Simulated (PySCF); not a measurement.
Isomers of C4H11NO2Si2, one GFN2-xTB conformer each. Single-point energies are computed at PBE0/pcSseg-1 (PySCF, gas phase, no added dispersion term), electronic only.

**Question.** Rank them by PBE0/pcSseg-1 energy, lowest first (kJ/mol).
A. `[CH3:1][CH:2]([CH3:3])[O:4][Si@@H:5]([C:6]#[N:7])[O:8][SiH3:9]` with C1–C2–O4–Si5 -80°, C2–O4–Si5–C6 61°
B. `[CH3:1][O:2][Si@@H:3]([CH2:4][C:5]#[N:6])[O:7][SiH2:8][CH3:9]` with C1–O2–Si3–C4 -174°, O2–Si3–C4–C5 172°, O2–Si3–O7–Si8 -158°, Si3–O7–Si8–C9 -33°
C. `[CH2:1]=[C:2]([CH:3]=[O:4])[Si@@H:5]([OH:6])[SiH2:7][NH:8][CH3:9]` with C1–C2–C3–O4 180°, C1–C2–Si5–O6 -158°, C2–Si5–O6–H -30°, C2–Si5–Si7–N8 162°, Si5–Si7–N8–C9 53°
D. `[NH2:1][C:2](=[O:3])[Si@@H:4]1[CH2:5][C@H:6]([CH2:7][SiH3:8])[O:9]1` with H–N1–C2–O3 -5° and -171°, N1–C2–Si4–C5 75°, C5–C6–C7–Si8 71°

**Answer.** B (0.0), A (31.1), D (225.3), C (246.6).

As drawn, the lowest has a C≡N group, which the highest lacks; the highest has a C=O bond, an O–H bond and an N–H bond, which the lowest lacks. GFN2-xTB itself gives, in the same order: 16.4, 0.0, 286.6, 313.6. GFN2-xTB puts CC(C)O[Si@@H](C#N)O[SiH3] lowest instead; measured from each level's own lowest isomer, the values differ by up to 67.0 kJ/mol (C=C(C=O)[Si@@H](O)[SiH2]NC: 313.6 against 246.6).

**Question.** Which frontier levels, dipoles and rotational constants go with these structures?

**Answer.** 
```tsv
SMILES	HOMO (eV, PBE0/pcSseg-1)	LUMO (eV)	dipole (D)	A, B, C (MHz)
CO[Si@@H](CC#N)O[SiH2]C	-8.40	0.53	3.58	1406, 868.5, 577.6
CC(C)O[Si@@H](C#N)O[SiH3]	-8.71	-0.61	3.15	1556, 684.3, 514.1
NC(=O)[Si@@H]1C[C@H](C[SiH3])O1	-7.00	-0.78	3.07	2715, 526.4, 502.2
C=C(C=O)[Si@@H](O)[SiH2]NC	-6.58	-2.17	2.78	2219, 643.8, 528.6
```

**Question.** As an exercise, what shares would exp(−E/RT) give at 1000 K from these electronic energies alone (no entropy, no degeneracies)?

**Answer.** RT = 8.314 kJ/mol: CO[Si@@H](CC#N)O[SiH2]C 97.7 %, CC(C)O[Si@@H](C#N)O[SiH3] 2.3 %, NC(=O)[Si@@H]1C[C@H](C[SiH3])O1 under 0.1 %, C=C(C=O)[Si@@H](O)[SiH2]NC under 0.1 %.
